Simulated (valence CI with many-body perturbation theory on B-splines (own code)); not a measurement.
# E1 transitions of Bi⁶⁸⁺

Calculated by relativistic CI+MBPT: five valence electrons over a frozen Dirac-Fock core [Ne], a basis of 9 s, 9 p, 8 d, 6 f, 3 g, 1 h functions for each j, with the one-electron correlation potential Σ1 (screened to all orders), the two-electron term Σ2, the three-electron term Σ3, Breit, model QED; selected single and double excitations, second order for the rest (own B-spline code, finite nucleus).

The last digits are not significant, and no measured levels were compared; by estimate large intervals hold to a few tenths of a per cent, small ones and those within an open d or f shell to about a per cent. Among the levels kept, up to 610 cm⁻¹ of a level comes from second order outside the variational space, and about a tenth of that is noise between levels of different J, which matters for small intervals.

Lines 101 to 150 of 215 in falling wavelength, among levels below 10925 × 10³ cm⁻¹, chosen from the strongest by gf and those to the six lowest levels. Wavelengths and rates use the calculated energies. Electric multipoles are in the length gauge, E1 and E2 with the static RPA response of the core. Weak lines are less certain than strong ones. Lines between different terms over intervals too small for the method are left out, as are lines whose strength nearly cancels. The highest levels of a list are the least certain.

Levels are named by their leading jj configuration (3d3/2^4 stands for four electrons in 3d with j = 3/2), which in mixed levels can hold well under half, so a name can repeat and another be missing. Letters in brackets count levels of one name in rising energy.

```
λ vac (Å)                               Upper                               Lower   A (s⁻¹)  log gf  Branch %
    38.08  (3s^2 3p1/2 3p3/2 3d3/2) J=1/2 [b]          (3s^2 3p1/2 3p3/2^2) J=3/2  1.21e+10   -2.28       0.1
    37.88  (3s 3p1/2^2 3p3/2 3d5/2) J=7/2 [a]  (3s^2 3p1/2 3p3/2 3d3/2) J=5/2 [b]  5.43e+09   -2.03       0.8
    37.83  (3s^2 3p1/2 3p3/2 3d3/2) J=3/2 [b]          (3s^2 3p1/2 3p3/2^2) J=3/2  3.23e+08   -3.56       0.0
    36.75          (3s^2 3p1/2 3p3/2^2) J=3/2          (3s^2 3p1/2^2 3d3/2) J=3/2  1.39e+04   -7.95       0.0
    35.98      (3s 3p1/2^2 3p3/2 3d5/2) J=1/2  (3s^2 3p1/2 3p3/2 3d3/2) J=1/2 [b]  1.92e+10   -2.13       3.0
    35.98  (3s^2 3p1/2 3d3/2 3d5/2) J=7/2 [b]  (3s^2 3p1/2 3p3/2 3d5/2) J=7/2 [a]  8.69e+09   -1.87       0.1
    35.83  (3s 3p1/2^2 3p3/2 3d5/2) J=7/2 [b]  (3s^2 3p1/2 3p3/2 3d3/2) J=5/2 [b]  8.84e+09   -1.87       0.3
    35.36          (3s^2 3p1/2 3p3/2^2) J=5/2          (3s^2 3p1/2^2 3d3/2) J=3/2  7.00e+08   -3.10      61.1
    34.08  (3s^2 3p1/2 3d3/2 3d5/2) J=5/2 [a]  (3s^2 3p1/2 3p3/2 3d3/2) J=3/2 [b]  7.48e+09   -2.11       0.8
    33.64          (3s^2 3p1/2 3p3/2^2) J=1/2          (3s^2 3p1/2^2 3d3/2) J=3/2  2.45e+07   -5.08       2.0
    32.95  (3s 3p1/2^2 3p3/2 3d5/2) J=3/2 [a]  (3s^2 3p1/2 3p3/2 3d3/2) J=3/2 [a]  1.04e+10   -2.17       1.0
    32.13  (3s^2 3p1/2 3p3/2 3d5/2) J=3/2 [a]          (3s^2 3p1/2 3p3/2^2) J=1/2  3.49e+09   -2.67       0.9
    31.93  (3s^2 3p1/2 3p3/2 3d5/2) J=7/2 [a]          (3s^2 3p1/2 3p3/2^2) J=5/2  1.78e+09   -2.66      59.5
    31.22  (3s 3p1/2^2 3p3/2 3d5/2) J=3/2 [a]          (3s 3p1/2^2 3p3/2^2) J=1/2  3.47e+10   -1.69       3.3
    30.89  (3s 3p1/2^2 3p3/2 3d5/2) J=3/2 [a]          (3s 3p1/2^2 3p3/2^2) J=3/2  1.39e+11   -1.10      13.0
    30.70  (3s^2 3p1/2 3p3/2 3d5/2) J=3/2 [a]          (3s^2 3p1/2 3p3/2^2) J=5/2  3.86e+10   -1.66       9.7
    30.52  (3s 3p1/2^2 3p3/2 3d5/2) J=5/2 [b]  (3s^2 3p1/2 3p3/2 3d3/2) J=3/2 [a]  2.27e+10   -1.72       1.2
    30.40  (3s^2 3p1/2 3p3/2 3d5/2) J=5/2 [a]          (3s^2 3p1/2 3p3/2^2) J=5/2  1.91e+11   -0.80      58.9
    30.25  (3s^2 3p1/2 3d3/2 3d5/2) J=7/2 [a]      (3s^2 3p1/2 3p3/2 3d3/2) J=7/2  1.03e+11   -0.95      14.8
    30.14  (3s 3p1/2^2 3p3/2 3d5/2) J=5/2 [b]  (3s^2 3p1/2 3p3/2 3d3/2) J=5/2 [a]  1.24e+10   -2.00       0.6
    29.90  (3s^2 3p1/2 3d3/2 3d5/2) J=5/2 [b]  (3s^2 3p1/2 3p3/2 3d3/2) J=3/2 [b]  4.14e+11   -0.48       3.1
    29.89  (3s^2 3p1/2 3d3/2 3d5/2) J=5/2 [a]      (3s^2 3p1/2 3p3/2 3d3/2) J=7/2  3.00e+10   -1.62       3.0
    29.73  (3s^2 3p1/2 3p3/2 3d5/2) J=3/2 [a]          (3s^2 3p1/2 3p3/2^2) J=3/2  3.03e+11   -0.79      76.1
    29.47  (3s 3p1/2^2 3p3/2 3d5/2) J=5/2 [a]          (3s 3p1/2^2 3p3/2^2) J=5/2  3.24e+11   -0.60      35.6
    29.46          (3s^2 3p1/2^2 3d5/2) J=5/2          (3s^2 3p1/2^2 3p3/2) J=3/2  4.53e+11   -0.45     100.0
    29.45  (3s^2 3p1/2 3p3/2 3d5/2) J=5/2 [a]          (3s^2 3p1/2 3p3/2^2) J=3/2  1.13e+11   -1.05      34.9
    29.31      (3s 3p1/2^2 3p3/2 3d5/2) J=1/2          (3s 3p1/2^2 3p3/2^2) J=1/2  5.04e+11   -0.89      79.5
    29.26  (3s^2 3p1/2 3d3/2 3d5/2) J=5/2 [a]  (3s^2 3p1/2 3p3/2 3d3/2) J=3/2 [a]  3.05e+11   -0.63      30.9
    29.26  (3s^2 3p1/2 3p3/2 3d5/2) J=3/2 [b]          (3s^2 3p1/2 3p3/2^2) J=1/2  4.73e+11   -0.61      75.6
    29.25  (3s^2 3p1/2 3d3/2 3d5/2) J=7/2 [a]  (3s^2 3p1/2 3p3/2 3d3/2) J=5/2 [a]  3.92e+11   -0.40      56.4
    29.11      (3s^2 3p1/2 3d3/2 3d5/2) J=9/2      (3s^2 3p1/2 3p3/2 3d3/2) J=7/2  5.04e+11   -0.19      95.0
    29.01      (3s 3p1/2^2 3p3/2 3d5/2) J=1/2          (3s 3p1/2^2 3p3/2^2) J=3/2  3.96e+10   -2.00       6.3
    28.98      (3s^2 3p1/2 3p3/2 3d5/2) J=1/2          (3s^2 3p1/2 3p3/2^2) J=1/2  6.80e+11   -0.77      78.8
    28.93  (3s^2 3p1/2 3p3/2 3d5/2) J=5/2 [b]          (3s^2 3p1/2 3p3/2^2) J=5/2  2.04e+11   -0.81      17.5
    28.92  (3s 3p1/2^2 3p3/2 3d5/2) J=7/2 [a]          (3s 3p1/2^2 3p3/2^2) J=5/2  5.04e+11   -0.30      77.2
    28.92  (3s^2 3p1/2 3d3/2 3d5/2) J=5/2 [a]  (3s^2 3p1/2 3p3/2 3d3/2) J=5/2 [a]  2.39e+11   -0.74      24.2
    28.84  (3s 3p1/2^2 3p3/2 3d5/2) J=3/2 [b]          (3s 3p1/2^2 3p3/2^2) J=1/2  3.82e+11   -0.72      15.2
    28.81  (3s^2 3p1/2 3d3/2 3d5/2) J=5/2 [b]  (3s^2 3p1/2 3p3/2 3d3/2) J=5/2 [b]  6.17e+10   -1.34       0.5
    28.78      (3s^2 3p1/2 3d3/2 3d5/2) J=3/2  (3s^2 3p1/2 3p3/2 3d3/2) J=3/2 [a]  3.43e+11   -0.77      42.6
    28.75  (3s 3p1/2^2 3p3/2 3d5/2) J=5/2 [b]          (3s 3p1/2^2 3p3/2^2) J=3/2  7.30e+11   -0.27      37.2
    28.73  (3s^2 3p1/2 3p3/2 3d5/2) J=7/2 [b]          (3s^2 3p1/2 3p3/2^2) J=5/2  8.46e+11   -0.08     100.0
    28.72      (3s^2 3p1/2 3d3/2 3d5/2) J=3/2  (3s^2 3p1/2 3p3/2 3d3/2) J=1/2 [a]  2.14e+11   -0.97      26.7
    28.60  (3s 3p1/2^2 3p3/2 3d5/2) J=3/2 [a]          (3s 3p1/2^2 3p3/2^2) J=5/2  7.97e+10   -1.41       7.5
    28.57      (3s^2 3p1/2 3d3/2 3d5/2) J=1/2  (3s^2 3p1/2 3p3/2 3d3/2) J=3/2 [a]  1.43e+11   -1.46      19.9
    28.57  (3s^2 3p1/2 3d3/2 3d5/2) J=7/2 [b]  (3s^2 3p1/2 3p3/2 3d3/2) J=5/2 [b]  5.78e+11   -0.25       5.3
    28.56  (3s 3p1/2^2 3p3/2 3d5/2) J=3/2 [b]          (3s 3p1/2^2 3p3/2^2) J=3/2  5.82e+10   -1.55       2.3
    28.51      (3s^2 3p1/2 3d3/2 3d5/2) J=1/2  (3s^2 3p1/2 3p3/2 3d3/2) J=1/2 [a]  5.34e+11   -0.89      74.4
    28.45      (3s^2 3p1/2 3d3/2 3d5/2) J=3/2  (3s^2 3p1/2 3p3/2 3d3/2) J=5/2 [a]  7.98e+10   -1.41       9.9
    28.07  (3s^2 3p1/2 3p3/2 3d5/2) J=3/2 [b]          (3s^2 3p1/2 3p3/2^2) J=5/2  9.59e+10   -1.34      15.3
    28.06  (3s^2 3p1/2 3p3/2 3d5/2) J=5/2 [b]          (3s^2 3p1/2 3p3/2^2) J=3/2  9.58e+11   -0.17      82.4
```

**Question.** How does gf follow from A for the line at 30.70 Å?

**Answer.** gf = 1.4992 × (2J+1)_upper × A / σ², with σ = 3257449 cm⁻¹ and 2J+1 = 4: gf = 0.0218.
